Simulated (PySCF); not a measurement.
Precursor series Hf OH-SH. Isolated molecules, 0 K electronic values unless said otherwise. One relaxed conformer stands for each flexible species; it need not be the lowest.

The charge on the central atom (Mulliken) from two functionals at the same geometries (r2SCAN-D4/def2-SVP), both in PySCF: PBE-D3(BJ)/def2-TZVP and B3LYP-D3(BJ)/def2-TZVP. B3LYP has the VWN-RPA correlation part, as in Gaussian. 

```json
[
 {"species": "1 of 4 OH replaced by SH ([Hf(OH)3(SH)])", "PBE-D3(BJ)/def2-TZVP (e)": "1.32", "B3LYP-D3(BJ)/def2-TZVP (e)": "1.51"},
 {"species": "3 of 4 OH replaced by SH ([Hf(OH)(SH)3])", "PBE-D3(BJ)/def2-TZVP (e)": "1.02", "B3LYP-D3(BJ)/def2-TZVP (e)": "1.17"},
 {"species": "4 of 4 OH replaced by SH", "PBE-D3(BJ)/def2-TZVP (e)": "0.87", "B3LYP-D3(BJ)/def2-TZVP (e)": "0.98"}
]
```

Over these rows, drawn at random from the members with no instability flagged (it was tested for open shells, ions and some series alone), PBE minus B3LYP-D3(BJ): mean -0.15 e, from -0.19 e to -0.12 e.
